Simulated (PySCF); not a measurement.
C3H9O (SMILES CC[OH+]C), charge +1, singlet, geometry from GFN2-xTB. Base run: HF/6-31G** (PySCF).

Here is a job for PySCF.
```python
from pyscf import gto, scf

mol = gto.Mole()
mol.atom = '''
    O     0.05586026   -0.68329506    0.10783272
    C    -0.01267142    0.78735284    0.04115579
    C     1.38355249   -1.24026318   -0.03569941
    C    -1.46605047    1.19333821   -0.02607106
    H     0.46194579    1.14755225    0.95586541
    H     0.54921487    1.13949274   -0.82841198
    H     1.30407869   -2.32340103    0.04514691
    H     1.83952611   -0.96559385   -0.98766160
    H     1.99255470   -0.86591714    0.78630868
    H    -1.93476522    0.85317512   -0.94730704
    H    -2.01811662    0.80424113    0.82553218
    H    -1.53452893    2.27727882   -0.00067742
    H    -0.53577495   -1.04303488   -0.58776898
'''
mol.basis = '6-31g**'
mol.charge = 1
mol.verbose = 5
mol.build()

mf = scf.RHF(mol)
mf.kernel()
```

The base run was repeated with changes; each row names its change, and settings that it needs were set with it.

| change | ΔE vs base (µEh) | fitting functions |
|---|---|---|
| base | 0.0 | - |
| auxbasis = def2-tzvp-ri | -7.8 | 439 |
| auxbasis = cc-pvqz-jkfit | 6.6 | 883 |
| auxbasis = even-tempered beta=1.6 | 37.3 | 1083 |
| only_dfj = on; auxbasis = def2-universal-jfit | -409 | 295 |
| auxbasis = def2-svp-ri | -3788 | 318 |
| auxbasis = autoaux | 152 | 675 |
| auxbasis = even-tempered beta=2.0 | 77.9 | 701 |
| auxbasis = cc-pvtz-jkfit | 24.7 | 586 |
| auxbasis = even-tempered beta=3.0 | -138 | 504 |

A fitting set is made for a task (jfit for Coulomb, jkfit for Coulomb and exchange, ri for correlation) and for a family of orbital bases.
